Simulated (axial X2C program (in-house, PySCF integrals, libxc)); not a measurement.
## SbTe: from the spin-free to the two-component result

Computed with an axial X2C code built on PySCF integrals. Spin-free means the one-electron spin-free X2C Hamiltonian; two-component (2c) means X2C with spin–orbit coupling and atomic mean-field two-electron Coulomb and Gaunt terms, so the difference of the two also holds small scalar two-electron terms. Basis: Te dyall-cv3z [11s12p8d4f1g], Sb dyall-cv3z [11s12p8d4f1g] (cores contracted in-house); Gaussian nuclei, density fitting, unrestricted open shells. Masses: Te 129.906 u, Sb 120.904 u.

Spin-free state: M_S = 1/2, Λ = 1 (beyond evenly filled blocks: π+α); fragments Te + Sb.

```csv
level,Re (Å),ωe (cm⁻¹),De (eV),μ (D)
M06,2.551,263.5,3.236,0.99
```

Dipoles are positive if Sb is the positive end.

Within this multiplet, which Ω should lie lowest by the rule for regular and inverted multiplets?

The open π shell holds one electron, so the multiplet is regular: Ω = Λ − 1/2 = 1/2. The PBE0 2c search agrees.

Two-component determinant lowest at the distance of the search:

Ω = 1/2 (⟨Sz⟩ = -0.49, ⟨Lz⟩ = 0.99 at M06); fragments Te + Sb.

```json
{"level": "M06", "Re (Å)": "2.558", "ωe (cm⁻¹)": "259.6", "De (eV)": "2.976", "μ (D)": "0.98"}
```

From the two tables, how do the constants change at the M06 level (2c against spin-free)?

At the M06 level Re increases by 0.007 Å and ωe decreases by 3.9 cm⁻¹; De changes by -0.260 eV.

The state is a single determinant with fixed occupations, the lowest that a limited PBE0 search found. De is counted from the lowest determinant-based energies of the atoms at the same level, without counterpoise correction. Density functionals use the spin component along the axis (collinear). Without a current term, density functionals place determinants with orbital angular momentum somewhat too high. The determinant is spin-polarised beyond a pure state at some levels (its spin-free form has ⟨S²⟩ too high), which makes Re and μ there less reliable.
